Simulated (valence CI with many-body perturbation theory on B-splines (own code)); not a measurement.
From CI to CI+MBPT in Sr7+

Calculated by relativistic CI+MBPT: three valence electrons over a frozen Dirac-Fock core [Ar] 3d10, radial functions for each j: 11 s, 11 p, 9 d, 7 f, 5 g, 2 h, 1 i, with the one-electron correlation potential Σ1, the two-electron term Σ2, the three-electron term Σ3, Breit, model QED; selected CI, second order for the rest, scaled by the run's own slope (own B-spline code, finite nucleus).

Against 9 measured levels this calculation errs by 104 cm⁻¹ on average and by 168 at most. These come from a selection out of Sansonetti, J. Phys. Chem. Ref. Data 41, 013102 (2012). Levels without a partner in it may be off by more.

Each rung adds one term. CI alone is the Dirac-Coulomb CI over the frozen core; QED comes last and gives the full result, which names the levels. Energies are above 4s2.4p 2P°_1/2 on the same rung, in eV.

Names give the largest LS component (configuration and term), which can be under half, so a name can repeat, a term be missing and a line seem to break the LS rules; names also repeat where a configuration has a term twice. Letters in brackets count levels of one name in rising energy.

```
               Level  CI alone       Σ1       Σ2       Σ3    Breit      QED    Full
      4s2.4p 2P°_3/2     1.609  +0.0432  +0.0091  +0.0003  -0.0295  +0.0035   1.636
       4s.4p2 4P_1/2    16.541  +0.1551  +0.2988  +0.0035  +0.0098  -0.0427  16.966
       4s.4p2 4P_3/2    17.233  +0.1763  +0.3087  +0.0040  -0.0053  -0.0408  17.675
       4s.4p2 4P_5/2    18.052  +0.1954  +0.3042  +0.0040  -0.0192  -0.0393  18.498
       4s.4p2 2D_3/2    22.053  +0.2122  +0.1028  +0.0001  -0.0152  -0.0375  22.315
       4s.4p2 2D_5/2    22.297  +0.2224  +0.1149  +0.0004  -0.0249  -0.0366  22.574
       4s.4p2 2S_1/2    26.320  +0.2185  -0.2663  -0.0102  -0.0014  -0.0415  26.219
       4s.4p2 2P_1/2    28.314  +0.2483  -0.4745  -0.0083  -0.0230  -0.0392  28.018
       4s.4p2 2P_3/2    29.012  +0.2596  -0.5980  -0.0067  -0.0269  -0.0389  28.601
       4s2.4d 2D_3/2    35.963  +0.3478  -0.3617  -0.0033  -0.0571  -0.0009  35.888
       4s2.4d 2D_5/2    36.174  +0.3541  -0.3588  -0.0031  -0.0664  -0.0001  36.100
     4p3 4S°_3/2 [a]    42.750  +0.3803  -0.0238  +0.0018  +0.0037  -0.0814  43.031
     4p3 4S°_3/2 [b]    43.443  +0.3938  -0.1549  +0.0026  -0.0136  -0.0797  43.591
         4p3 2D°_5/2    43.228  +0.4052  +0.1368  +0.0037  -0.0204  -0.0753  43.678
         4p3 2P°_1/2    47.160  +0.4190  -0.1651  -0.0039  -0.0164  -0.0778  47.316
         4p3 2P°_3/2    47.615  +0.4413  -0.1254  -0.0030  -0.0343  -0.0748  47.818
    4s.4p.4d 4F°_3/2    49.102  +0.4643  +0.3078  +0.0088  -0.0373  -0.0430  49.803
    4s.4p.4d 4F°_5/2    49.449  +0.4733  +0.3064  +0.0088  -0.0457  -0.0422  50.150
    4s.4p.4d 4F°_7/2    49.969  +0.4873  +0.3069  +0.0089  -0.0581  -0.0410  50.673
    4s.4p.4d 4F°_9/2    50.715  +0.5090  +0.3169  +0.0091  -0.0761  -0.0391  51.434
       4s2.5s 2S_1/2    51.124  +0.6690  -0.1850  -0.0149  -0.0532  +0.0206  51.561
    4s.4p.4d 4P°_5/2    52.456  +0.4879  -0.0139  +0.0031  -0.0456  -0.0427  52.845
    4s.4p.4d 4D°_3/2    52.726  +0.4940  -0.0375  +0.0028  -0.0461  -0.0421  53.097
    4s.4p.4d 4D°_1/2    52.925  +0.4973  -0.0721  +0.0026  -0.0451  -0.0420  53.266
    4s.4p.4d 4P°_1/2    53.623  +0.5202  +0.0145  +0.0028  -0.0632  -0.0397  54.058
    4s.4p.4d 4P°_3/2    53.743  +0.5216  -0.0272  +0.0028  -0.0643  -0.0398  54.136
    4s.4p.4d 4D°_7/2    53.816  +0.5221  -0.0815  +0.0028  -0.0682  -0.0397  54.152
    4s.4p.4d 4D°_5/2    53.810  +0.5215  -0.0678  +0.0028  -0.0641  -0.0402  54.162
4s.4p.4d 2D°_3/2 [a]    54.352  +0.5118  -0.1684  +0.0024  -0.0564  -0.0451  54.597
4s.4p.4d 2D°_5/2 [a]    54.425  +0.5147  -0.1384  +0.0023  -0.0612  -0.0439  54.698
4s.4p.4d 2F°_5/2 [a]    55.766  +0.5190  -0.0494  -0.0025  -0.0505  -0.0411  56.141
```

The middle columns are the shifts that each term adds.

(1) How does the ionisation energy move along the ladder, and which term matters most?

## Answers

(1) CI alone 121.04, + Σ1 122.00, + Σ2 121.79, + Σ3 121.77, + Breit 121.70, + QED 121.71 eV. The largest step is Σ1, 0.96 eV. NIST lists 121.21 ± 0.06 eV (semi-empirical), further off than its uncertainty and the later steps.
